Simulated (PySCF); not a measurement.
Sn(Me)(Cl)3 (CH3Cl3Sn), SMILES [CH3][Sn]([Cl])([Cl])[Cl].

Geometry: B3LYP-D3(BJ)/def2-SVP. The isomer is the one that the SMILES or the coordinates give; other isomers of the formula were not compared. The def2 effective core potentials stand for the cores of Sn; spin–orbit coupling is left out.

Method: PBE0/def2-TZVP in PySCF.

The molecule is in vacuum.

Computed frontier levels, gap, dipole moment and polarisability:
```
Quantity                                                                                                        Value
---------------------------------------------------------------------------------------------  ----------------------
highest occupied level                                                                                       -9.09 eV
lowest empty level                                                                                           -2.46 eV
orbital gap                                                                                                   6.63 eV
dipole moment                                                                                                  3.56 D
quadrupole, principal values (traceless, Buckingham form, about the centre of nuclear charge)  -4.03, -4.03, 8.06 D·Å
mean static polarisability                                                                      87.5 bohr³ (12.96 Å³)
polarisability, principal values                                                               86.6, 87.9, 87.9 bohr³
```
